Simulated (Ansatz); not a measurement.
Job for Ansatz (a program for electronic structure): U-B3LYP/def2-TZVPP on CoBr, 2S+1 = 3, a spin state set in the input, which need not be the lowest, a point of a bond scan (R = 2.240 Å).

Ansatz 0.2 input:
```yaml
crystal:
  periodic: [false, false, false]
  atoms:
    - {symbol: Co, position_ang: [0.00000000, 0.00000000, 0.00000000]}
    - {symbol: Br, position_ang: [0.00000000, 0.00000000, 2.24038100]}
basis:
  gaussian:
    orbitals: def2-TZVPP
    pivot_positions_ang: [[0.00000000, 0.00000000, 0.00000000], [0.00000000, 0.00000000, 2.24038100]]
hamiltonian:
  xc: {name: B3LYP}
magnetization: {spin_polarized: true, initial_magnetization: 2}
output: {forces: true, orbitals: {seedname: ./end}}
```

Output:

```
Functional definition: B3LYP
[...]
integrals: 0.06 GiB planned
853 factors; integrals over basis functions are off by at most 3.4e-4 eV
mean field: 0.76 GiB planned
mean field evaluation 1: about -107634.4036 eV, gradient 1.3e2 eV
mean field evaluation 2: about -106939.5894 eV, gradient 3.4e2 eV
mean field evaluation 4: about -107673.7072 eV, gradient 2.0e1 eV
mean field evaluation 8: about -107675.8722 eV, gradient 1.0e0 eV
mean field evaluation 16: about -107675.9117 eV, gradient 3.8e-3 eV
mean field evaluation 32: about -107676.2743 eV, gradient 2.3e-2 eV
mean field evaluation 64: about -107676.2416 eV, gradient 1.7e-1 eV
mean field -107676.27430273 eV, -3957.0300950251 hartree, gradient 2.1e-6 eV, S^2 2.042009; 7 other end points of the search recorded, 0 dependent functions left out
the calculation of the forces begins
reference -107676.27449206 eV, -3957.0301019830 hartree; 32, 30 occupied and 80, 82 virtual orbitals, 853 factors
Total energy: -107676.27449206 eV, -3957.0301019830 hartree
Atom 0 at     0.000000     0.000000     0.000000 Å, force    -0.000000    -0.000000    -0.068704 eV/Å
Atom 1 at     0.000000     0.000000     2.240381 Å, force     0.000000     0.000000     0.068704 eV/Å
Dipole moment:     0.000006     0.000003    -0.996621 e Å
```

The run converged.

Cost: roughly 50 core-seconds.
